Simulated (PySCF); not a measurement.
SMILES Cl[Si](Cl)(Cl)[NH][GeH3] (H4Cl3GeNSi), PBE0/def2-SVP optimised geometry.

```
10

Si    -1.73    -0.59     0.00
Cl    -2.53    -1.54    -1.63
Cl    -2.34    -1.56     1.70
Cl    -2.53     1.31     0.00
N     -0.04    -0.59     0.00
Ge     1.13    -1.31     1.26
H      0.42    -0.13    -0.79
H      2.53    -0.99     0.70
H      0.92    -2.82     1.36
H      0.91    -0.64     2.62
```

Density from PBE0/def2-TZVP run with PySCF 2.14.0 at that geometry.

Minimum of the electron density along straight lines between bonded atoms, close to the bond critical point (lines longer than 1.1 times the sum of covalent radii, or with two minima, are not listed):

| bond | length / Å | ρ at the minimum / e bohr⁻³ | ∇²ρ there / e bohr⁻⁵ | position (fraction from the first atom) |
|---|---|---|---|---|
| Si1–Cl2 | 2.053 | 0.102 | 0.22 | 0.36 |
| Si1–Cl3 | 2.053 | 0.102 | 0.22 | 0.36 |
| Si1–Cl4 | 2.053 | 0.102 | 0.22 | 0.36 |
| Si1–N5 | 1.694 | 0.143 | … | 0.40 |
| N5–Ge6 | 1.860 | 0.130 | 0.40 | 0.53 |
| N5–H7 | 1.017 | … | … | 0.74 |
| Ge6–H8 | 1.537 | 0.134 | 0.05 | 0.59 |
| Ge6–H9 | 1.536 | 0.135 | 0.04 | 0.59 |
| Ge6–H10 | 1.536 | 0.135 | 0.04 | 0.59 |

Q: Some entries are withheld; supply them.

A: 
- Si1–N5, ∇²ρ there / e bohr⁻⁵: 0.61
- N5–H7, ρ at the minimum / e bohr⁻³: 0.326
- N5–H7, ∇²ρ there / e bohr⁻⁵: -1.59
